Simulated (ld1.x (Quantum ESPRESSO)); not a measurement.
## What one change does to a pseudopotential (Se, PAW)

```
Element                 : selenium (Se)
Generator               : ld1.x (Quantum ESPRESSO) 7.5
Type                    : PAW
Functional              : PBE
Relativity              : scalar-relativistic
Frozen core             : [Ar]
Valence charge          : 16
Reference configuration : 3d10 4s1.75 4p4.25
Partial waves           : 4s (bound): rcut 1.15, rcutus 1.55 bohr; 4s channel at 0.1 Ry: rcut 1.15, rcutus 1.55 bohr; 4p (bound): rcut 1.95, rcutus 2.10 bohr; 4p channel at 0.35 Ry: rcut 1.95, rcutus 2.10 bohr; 3d (bound): rcut 0.45, rcutus 0.60 bohr; 3d channel at -3.1 Ry: rcut 0.45, rcutus 0.60 bohr
Local potential         : all-electron potential smoothed inside 1.60 bohr (lloc = -2)
Core correction         : Bessel-smoothed model core inside 0.30 bohr
Augmentation charge     : BESSEL, radius 0.50 bohr
```

Change: waves 4p (bound): rcut 1.72, rcutus 1.82 bohr; 4p channel at 0.35 Ry: rcut 1.72, rcutus 1.82 bohr.

Cutoffs: the cutoffs (Ry, on a coarse ladder) from which the occupation-weighted sum of valence levels, in a spherical-Bessel basis at the reference potential, stays within 10 and 1 mRy of its value at 400 Ry; they do not see the model core or the augmentation charge, which bear on the density cutoff. Errors are all-electron minus pseudo energies relative to the spin-unpolarised reference configuration.

Predict the effect on cutoff, ghosts and configuration errors.

Of the 7 tests that both files solve, the error grows in 6 and shrinks in 0 by more than 15 % and 0.3 meV (median size 4.6 → 9.0 meV); neither file shows a bound ghost. That the errors move this way runs against the usual rule that smaller radii transfer better.

```csv
quantity,base,changed
"cutoff, loose",over 300 Ry,over 300 Ry
"cutoff, tight",over 300 Ry,over 300 Ry
bound ghosts,none,none
"error for 3d10 4s2 4p4, meV [ΔE -2.70 eV]",+0.3,+0.2
"error for 3d10 4s2 4p3, meV [ΔE 8.14 eV]",-1.0,-1.4
"error for 3d10 4s2 4p2, meV [ΔE 28.49 eV]",-2.8,-4.3
"error for 3d9 4s2 4p5, meV [ΔE 48.97 eV]",-244,-323
"error for 3d10 4s2 4p0, meV [ΔE 101.54 eV]",-6.6,-17
"error for 3d9 4s2 4p4, meV [ΔE 61.39 eV]",-278,-343
"error for 3d10 4s2 4p1, meV [ΔE 59.36 eV]",-4.6,-9.0
lowest overlap eigenvalue by channel,"s 0.43, p 0.72, d 1.00","s 0.43, p 0.66, d 1.00"
```
